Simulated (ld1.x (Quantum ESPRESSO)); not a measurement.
Pseudopotential generation for tantalum: PAW, PBE, fully relativistic.

ld1.x (Quantum ESPRESSO) 7.5 input, shortened:

```
&input
   title='Ta', zed=73., rel=2, dft='PBE', iswitch=3,
   config='[Xe] 4f14 5d3.5 6s1.5 6p0', rel_dist='average'
 /
 &inputp
   pseudotype=3, lpaw=.true., tm=.true., lloc=-1, rcloc=2.54,
   nlcc=.true., new_core_ps=.true., rcore=1.05,
   which_augfun='PSQ', rmatch_augfun_nc=.true.
 /
6
5S  1  0   2.00   0.00  2.02  2.28  0.0
6S  2  0   1.50   0.00  2.02  2.28  0.0
5P  2  1   6.00   0.00  2.16  2.72  0.0
6P  3  1   0.00   0.00  2.16  2.72  0.0
5D  3  2   3.50   0.00  2.54  2.84  0.0
5D  3  2   0.00   1.00  2.54  2.84  0.0
 &test
   configts(1)='5s2 5p6 5d3.5 6s1.5 6p0'
 /
```

Open shells are filled in proportion to 2j + 1 (rel_dist='average').

Poles of the logarithmic derivatives, all-electron (AE) and pseudo (PS). p1/2: poles at -3.3, 2.0 (AE) and -3.3, 2.5, 4.7 (PS) Ry. p3/2: poles at -2.6, 2.5 (AE) and -2.6, 2.9 (PS) Ry. d3/2: poles at 0.1, 4.5 (AE) and 0.1, 3.9 (PS) Ry. d5/2: poles at 0.2, 4.6 (AE) and 0.2, 4.1 (PS) Ry. Test radius 3.09 bohr.

- Configuration tests: test run stopped at test 1 of 7 (negative rho)
- Density cutoff estimated by the generator: 76 Ry

The ghost test of this file was not conclusive.
